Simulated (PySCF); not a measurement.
CCl2F, SMILES F[C](Cl)Cl, multiplicity 2.

The structure is a stationary point at PBE-D3(BJ)/def2-SVP. The isomer is the one that the SMILES or the coordinates give; other isomers of the formula were not compared.

The numbers are results of PBE-D3(BJ)/def2-SVP in PySCF 2.14.0, not measurements.

Frequencies are harmonic and unscaled.

**Question.** Give all harmonic wavenumbers and intensities. (Estimate from the structure and the level; the computed values follow.)

**Answer.** 
```
mode  ν (cm⁻¹)  IR (km/mol)  moving atoms (share of kinetic energy)
----  --------  -----------  --------------------------------------
1          274          0.0                  Cl 77 %, F 14 %, C 9 %
2          370          0.0                         F 58 %, Cl 42 %
3          454          0.6                 C 40 %, F 33 %, Cl 27 %
4          593         14.1                  C 58 %, Cl 33 %, F 9 %
5          876        293.5                         C 86 %, Cl 13 %
6         1173        240.8                          C 65 %, F 35 %
```
